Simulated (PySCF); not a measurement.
Vertical excitations of a molecule C2H3ClF2Si from PySCF with TDDFT-B3LYP/def2-SVPD, as energy in eV (oscillator strength): 6.50 (0.087), 6.71 (0.242), 7.19 (0.014), 7.22 (0.002), 7.66 (0.001), 7.79 (0.016), 8.03 (0.011), 8.07 (0.007), 8.08 (0.005), 8.48 (0.006). Lowest triplet (TDA): 4.22 eV. Coordinates come from a PBE0-D3(BJ)/def2-SVP optimisation. The values are those of a single conformer.

Problem. Pick the molecule that these values belong to.
A. C=C(F)[Si@@H](F)Cl
B. F/C=C(/F)[SiH2]Cl
C. F/C=C\[Si@H](F)Cl
D. FC(F)=C[SiH2]Cl

Solution. C, F/C=C\[Si@H](F)Cl
